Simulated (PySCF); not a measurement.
## Which determinant of SbO lies lowest?

Unrestricted PBE0; Sb def2-TZVPP with ECP28, O def2-TZVPP; scalar-relativistic core potentials (PySCF 2.14). Outer shells of the fragments: Sb 4d10 5s2 5p3; O 2s2 2p4.

Followed along the bond (rough minima from three points):

```json
{"2Ms+1": "2", "unpaired": "π ↑", "⟨S²⟩ at the start": "0.90", "R at minimum (Å)": "1.81", "Te (eV)": "0.00"}
{"2Ms+1": "4", "unpaired": "π ↑↑↑", "⟨S²⟩ at the start": "3.76", "R at minimum (Å)": "2.04", "Te (eV)": "1.60"}
{"2Ms+1": "6", "unpaired": "σ ↑↑, π ↑↑↑", "⟨S²⟩ at the start": "8.76", "R at minimum (Å)": "none in the scan", "Te (eV)": "≤ 6.10"}
```

Solutions found at the starting distance of 1.965 Å, counted from the lowest of them; the search is not exhaustive and high or unbound solutions are not listed, so other states can lie among these:

| 2Ms+1 | unpaired | term | E (eV) | ⟨S²⟩ | ⟨Lz²⟩ | μ (D) |
| --- | --- | --- | --- | --- | --- | --- |
| 2 | π ↑ | ²Π | 0.00 | 0.90 | 1.02 | -3.92 |
| 4 | π ↑↑↑ | ⁴Π | 1.27 | 3.76 | 1.01 | -1.71 |
| 2 | π ↑↑↓ | mixed | 1.64 | 1.76 | 3.03 | -1.73 |
| 4 | σ ↑, π ↑↑ | ⁴Σ⁻ | 2.19 | 3.76 | 0.00 | -2.87 |
| 2 | σ ↓, π ↑↑ | mixed | 2.55 | 1.76 | 0.00 | -2.84 |
| 2 | π ↑ | mixed | 2.83 | 0.75 | 3.01 | -1.71 |

A term symbol is given only where ⟨S²⟩ and ⟨Lz²⟩ are close to those of a pure state; real π, δ and φ orbitals otherwise mix terms. A positive dipole means Sb(−)O(+).

Task: Compare the gap between the two lowest followed solutions at the starting distance with the gap between their minima.

Result: At PBE0 the second solution (quartet, unpaired electrons π ↑↑↑) lies +1.27 eV from the first (doublet, unpaired electrons π ↑) at 1.965 Å and +1.60 eV at the minima; the two curves relax by different amounts, since their minima lie near 2.04 and 1.81 Å.

Spin–orbit coupling is left out. Counting both spins, an empty level lies below a filled one in some of these solutions, because spin and occupation are held.
